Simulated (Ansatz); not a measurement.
Relaxation of ClH₇OSiSn (11 atoms, charge 0, multiplicity 1), to a largest force component of 0.03 eV/Å in at most 50 steps.

The calculation used RKS BLYP-D4/def2-SVP in Ansatz 0.2.0.

```xyz
11
Properties=species:S:1:pos:R:3
Sn -0.216 -0.246 -0.216
H -0.177 -0.183 1.524
Cl 2.022 -0.371 -1.047
H -0.978 1.147 -0.888
H -0.979 -1.723 -0.710
O 1.168 2.072 1.430
Si 2.763 1.843 1.969
H 3.164 0.395 1.936
H 3.616 2.659 1.052
H 2.931 2.357 3.373
H 0.520 1.499 1.911
```

Q: Where does it end, and by what steps?

A: It converged. The force dipped under the threshold on the way, but the program's further checks kept it going. After 39 steps the energy has fallen by 0.124 eV; H9 moved furthest, 1.04 Å.

```csv
step,energy less start (eV),largest force component (eV/Å),accepted
0,0.0000,0.416,yes
2,-0.0117,1.265,no
4,-0.0574,0.068,yes
6,-0.0756,0.667,yes
8,-0.1050,0.104,yes
10,-0.1005,0.780,no
12,-0.1125,0.030,yes
14,-0.1135,0.043,yes
16,-0.1148,0.065,yes
18,-0.1163,0.146,yes
20,-0.1175,0.201,yes
22,-0.1186,0.215,yes
24,-0.1211,0.022,yes
26,-0.1216,0.059,yes
28,-0.1224,0.034,yes
30,-0.1229,0.048,yes
32,-0.1232,0.048,yes
34,-0.1235,0.055,yes
36,-0.1236,0.084,yes
38,-0.1237,0.037,yes
39,-0.1237,0.007,yes
```

```xyz
11
Properties=species:S:1:pos:R:3
Sn -0.222 -0.176 -0.264
H -0.950 -0.556 1.257
Cl 2.070 -0.924 -0.230
H -0.246 1.484 -0.725
H -0.925 -1.169 -1.508
O 1.076 1.463 1.924
Si 2.709 1.926 1.802
H 3.649 0.833 2.212
H 2.909 2.314 0.376
H 2.964 3.116 2.687
H 0.800 1.140 2.802
```

The run took 47 s on 4 threads of Arm Neoverse V2, with other jobs on the host, peak memory 0.16 GiB.
